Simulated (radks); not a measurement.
Excited configurations of Zn IV: one electron is placed in a higher orbital outside [Ar] 3d8. The ground configuration is [Ar] 3d9. Method: Dirac Kohn-Sham, PBE, spin-unpolarised, spherical densities, finite nucleus; open shells fill j = l - 1/2 first; Fermi nuclear charge, rms radius 3.9283 fm; computed with a radial shooting solver on a logarithmic mesh with Libxc functionals. Excitation = E - E(ground); binding = E(ion) - E, where the ion is the core of charge +4; n* = 4/sqrt(2 binding) in atomic units, and the quantum defect is n - n*.

outer orbital,excitation (eV),binding (eV),quantum defect,eigenvalue (eV)
4d3/2,39.759,21.869,0.845,-18.573
5p1/2,43.904,17.724,1.495,-15.687
6s1/2,49.349,12.278,1.789,-10.992
6d3/2,53.172,8.456,0.926,-7.521
6f5/2,55.180,6.447,0.189,-5.703
7s1/2,53.505,8.122,1.823,-7.302

The Delta-SCF ionisation energy is 61.628 eV (NIST Atomic Spectra Database: 59.57 eV, measured). Self-interaction in the functional shifts the binding energies and quantum defects, so they are the method's values and not measured ones. Spin polarisation and multiplet splitting are left out, so open shells lie too high by an amount that depends on their filling.

Beside tabulated values, note that spin-unpolarised runs miss the spin-polarisation part of the exchange energy of open shells.
